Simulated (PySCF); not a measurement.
Computed shifts of a molecule C4H8OSi, PBE/pcSseg-1 (PySCF), GIAO, gas phase, atoms alike by connectivity averaged where their shifts nearly agree, in ppm (number of nuclei): ¹³C: 104.2 (1), 84.4 (1), 67.0 (1), 22.9 (1). ²⁹Si: -70.2 (1). ¹H: 4.87 (1), 4.61 (1), 4.61 (1), 4.37 (1), 2.55 (1), 1.46 (1), 1.13 (1), -0.13 (1). References: ¹³C against TMS (σ = 182.0 ppm); ²⁹Si against TMS (σ = 335.4 ppm); ¹⁷O against H2O (σ = 334.3 ppm); ¹H against TMS (σ = 31.49 ppm), references at their B3LYP-D3(BJ)/def2-TZVP geometries, non-relativistic. Coordinates come from a r2SCAN-D4/def2-SVP optimisation. The values are those of a single conformer.

Question: Identify the compound among the candidates.
(A) C#CC[SiH2]OC
(B) C#C[SiH2]CCO
(C) C=C1CC[SiH2]O1
(D) CCC1=CO[SiH2]1

Answer: B, C#C[SiH2]CCO
